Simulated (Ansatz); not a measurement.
Start from `O[SiH](O)[SiH2]Cl` and change one atom or group to get `O[SiH](O)CCl`.

Ansatz, PBE0-D4/def2-TZVP geometries, multiplicity 1. Each molecule was computed in one conformer, which needn't be the lowest.

| property | `O[SiH](O)[SiH2]Cl` |
| --- | --- |
| HOMO energy (PBE0/def2-TZVPP) / eV | -7.77 |
| HOMO energy (ωB97M-V/def2-TZVPP) / eV | -9.84 |
| HOMO–LUMO gap (B3LYP/def2-TZVPP) / eV | 6.76 |
| HOMO–LUMO gap (ωB97M-V/def2-TZVPP) / eV | 10.97 |
| HOMO–LUMO gap (PBE0/def2-TZVPP) / eV | 7.13 |
| LUMO energy (ωB97M-V/def2-TZVPP) / eV | 1.13 |

Q: Give the same properties after the change, and the shifts. (Best estimate.)

A: Ansatz gave: 
```csv
property,`O[SiH](O)CCl`,shift
HOMO energy (PBE0/def2-TZVPP) / eV,-8.05,-0.28
HOMO energy (ωB97M-V/def2-TZVPP) / eV,-10.31,-0.47
HOMO–LUMO gap (B3LYP/def2-TZVPP) / eV,7.65,0.89
HOMO–LUMO gap (ωB97M-V/def2-TZVPP) / eV,12.24,1.27
HOMO–LUMO gap (PBE0/def2-TZVPP) / eV,8.16,1.03
LUMO energy (ωB97M-V/def2-TZVPP) / eV,1.93,0.80
```

With PBE0 the HOMO falls by 0.28 eV and the LUMO rises by 0.75 eV, so the gap widens by about 1.03 eV. PBE moves the HOMO by -0.13 eV and ωB97M-V by -0.47 eV.

B3LYP here is the variant with VWN-RPA as its local correlation; programs differ in this.
